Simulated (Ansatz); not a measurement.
Relaxation of F$_{4}$Zr (5 atoms, charge 0, multiplicity 1), to a largest force component of 0.02 eV/Å in at most 40 steps.

These are results of RKS PBE0-D4/def2-SVP (Ansatz), not measurements.

```xyz
5
Properties=species:S:1:pos:R:3:forces:R:3
Zr 0.000 0.000 0.000 0.03 0.00 0.02
F 0.000 0.000 1.980 0.00 0.00 -2.30
F 1.867 0.000 -0.659 -2.17 0.00 0.76
F -0.933 1.616 -0.659 1.07 -1.86 0.76
F -0.933 -1.616 -0.659 1.07 1.86 0.76
```

**Question.** Where does it end, and by what steps?

**Answer.** The forces met the threshold. After 2 steps the energy has fallen by 0.412 eV; F3 moved furthest, 0.08 Å.

```tsv
step	energy less start (eV)	largest force component (eV/Å)	accepted
0	0.0000	2.300	yes
1	-0.3890	0.643	yes
2	-0.4123	0.009	yes
```

```xyz
5
Properties=species:S:1:pos:R:3
Zr 0.000 0.000 0.000
F 0.000 0.000 1.896
F 1.787 0.000 -0.631
F -0.893 1.547 -0.631
F -0.893 -1.547 -0.631
```

The run took 8.4 s on 2 threads of Arm Neoverse V2, with other jobs on the host, peak memory 0.16 GiB.
